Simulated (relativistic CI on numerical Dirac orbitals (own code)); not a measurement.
One change at a time: Sn³²⁺

Base calculation: Dirac-Coulomb-Breit CI, orbitals from a KLI potential per configuration, a model potential for QED, unscaled Slater integrals.

Configurations in the expansion (outside the closed core [Ne]): 3s²3p⁶, 3s²3p⁵3d, 3s3p⁶3d, 3s²3p⁵4s, 3s²3p⁵4p, 3s²3p⁵4d, 3s3p⁶4s, 3p⁶3d4p, 3s²3p⁵4f, 3s3p⁶4p, 3s3p⁶4d, 3s3p⁶4f, 3s²3p⁵5s, 3s²3p⁵5p, 3s²3p⁵5d, 3s²3p⁵5f, 3s²3p⁵5g, 3s3p⁶5s, 3s3p⁶5p, 3s3p⁶5d, 3s3p⁶5f, 3s²3p⁵6s, 3p⁶3d², 3p⁵3d³, 3p⁵3d²4s, 3p⁵3d²4p, 3p⁵3d²4d, 3p⁶3d4s, 3p⁵3d4s², 3p⁵3d4s4p, 3p⁵3d4s4d. Double excitations out of closed p, d and f shells are left out; levels of such configurations are missing from the list, as are those of other unlisted configurations, and high levels can miss mixing partners. These lack a partner that the ground configuration has and come out too high: 3s²3p⁵4f, 3s²3p⁵5s, 3s²3p⁵5p, 3s²3p⁵5d, 3s²3p⁵5f.

The lowest level and the first level of each name with at least 55 % of one term (blank where a level has no safe partner in the second run):

```tsv
Level	Base (eV)	Shift (eV)
3s²3p⁶ ¹S0	0.000	0.000
3s²3p⁵3d ³P°0	141.030	-0.068
3s²3p⁵3d ³P°1	145.580	-0.069
3s²3p⁵3d ³F°3	150.865	+0.035
3s²3p⁵3d ³F°4	158.083	+0.093
3s²3p⁵3d ³D°3	168.717	-0.072
3s²3p⁵3d ³D°1	182.117	-0.071
3s²3p⁵3d ³F°2	202.181	+0.036
3s²3p⁵3d ¹P°1	234.013	-0.028
3s3p⁶3d ³D1	324.130	+0.068
3s3p⁶3d ³D2	326.825	+0.071
3s3p⁶3d ³D3	335.747	+0.065
3s3p⁶3d ¹D2	346.054	+0.130
3p⁶3d² ³F2	658.445	-0.308
```

At this charge energies of transitions that change n are usually good to better than 1 %, and those within a shell (Δn = 0) to a few per cent.

One thing was changed in a second run, which moved the levels as shown. Which?
A. Breit term removed
B. QED terms removed
C. non-relativistic limit
D. configuration mixing switched off

D. Configuration mixing switched off. Without mixing, levels that were pushed by configurations of the same parity and J return to their single-configuration places.

LS names give the leading component of a level, which can be under half, so a name can repeat, a term be missing and a line seem to break the LS rules.
